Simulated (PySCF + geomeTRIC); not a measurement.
Species: C₂H₅BO₂, SMILES `BC(=O)OC` (charge 0, multiplicity 1).

### Question
Give a relaxed geometry from M06-2X/def2-TZVP in PySCF + geomeTRIC.

### Answer
One answer among several that fit: the end point of this relaxation, one of several conformers (outside a Z-matrix the atoms follow the SMILES, hydrogens last).
Z-matrix (Å, degrees):
```
C
O 1 1.2074
O 1 1.3341 2 123.85
C 3 1.4313 1 115.63 2 -0.01
H 4 1.0852 3 105.83 1 -179.98
H 4 1.0886 5 110.74 3 -119.46
H 4 1.0886 5 110.73 6 -121.09
B 1 1.5724 2 117.51 3 179.99
H 8 1.1844 1 118.94 2 -87.29
H 8 1.1844 9 121.88 1 -174.34
```
